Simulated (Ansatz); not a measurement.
Gas-phase electronic energies from Ansatz, PBE0-D4/def2-TZVP geometries. CBS: MP2 limit from def2 TZ/QZ plus the TZ coupled-cluster correction, frozen cores. This one scheme is used for every species. DFT in def2-TZVPP. B3LYP here is the variant with VWN-RPA as its local correlation; programs differ in this. One conformer a species, not always the lowest.

`CN[SiH](S)Cl` + H₂ → `S[SiH2]Cl` + CH₃NH₂  (hydrogenolysis of the Si–N bond)

`CN[SiH](S)Cl`:

Cartesian coordinates in Å:
```
C 0.050 0.802 1.432
N 0.787 -0.044 0.514
Si 0.262 -0.558 -1.010
S -1.614 -1.521 -0.735
Cl -0.030 0.946 -2.405
H 0.325 1.859 1.343
H -1.018 0.716 1.227
H 0.213 0.487 2.466
H 1.780 -0.068 0.683
H 1.324 -1.422 -1.564
H -2.079 -1.197 -1.952
```

H₂:

```xyz
2

H    -0.043    0.361    0.085
H     0.043   -0.361   -0.085
```

`S[SiH2]Cl`:

Z-matrix (Å, degrees):
```
Si
Cl 1 2.054
S 1 2.120 2 112.9
H 1 1.478 2 108.5 3 -116.6
H 1 1.479 2 106.5 3 122.3
H 3 1.344 1 94.3 2 70.4
```

CH₃NH₂:

Cartesian coordinates in Å:
```
C 0.275 0.022 0.497
N -0.690 0.029 -0.589
H 1.316 -0.176 0.200
H -0.012 -0.734 1.231
H 0.253 0.988 1.008
H -0.693 -0.861 -1.070
H -0.449 0.731 -1.277
```

Task: Is it downhill or uphill in electronic energy at CCSD(T)/CBS, and by how much? (An estimate is asked.)

Result: Computed: Uphill: ΔE = +54.6 kJ/mol.

Task: What do these levels give: PBE-D4, B3LYP-D4, ωB97M-V, r2SCAN, HF/def2-TZVPP, SCS-MP2/def2-TZVPP, CCSD/def2-TZVPP, CCSD(T)/def2-TZVPP, HF/def2-QZVPP, MP2/def2-QZVPP, SCS-MP2/def2-QZVPP, CCSD/CBS(def2)? (An estimate is asked.)

Result: Ansatz gave: PBE-D4 52.4, B3LYP-D4 55.3, ωB97M-V 54.4, r2SCAN 53.3, HF/def2-TZVPP 29.7, SCS-MP2/def2-TZVPP 53.1, CCSD/def2-TZVPP 46.5, CCSD(T)/def2-TZVPP 51.4, HF/def2-QZVPP 29.9, MP2/def2-QZVPP 62.9, SCS-MP2/def2-QZVPP 54.9, CCSD/CBS(def2) 49.7 kJ/mol.

Largest T1 diagnostic among the species: 0.010.

In def2-TZVPP, CCSD(T) changes the Hartree–Fock value by +21.7 kJ/mol (the triples alone add +4.9 kJ/mol) and MP2 by +31.3 kJ/mol. The D4 term adds +16.8 kJ/mol with B3LYP and +9.4 kJ/mol with PBE0; it sums over pairs of atoms, weighted by their polarisabilities, and B3LYP, whose exchange is more repulsive, gets the larger term.
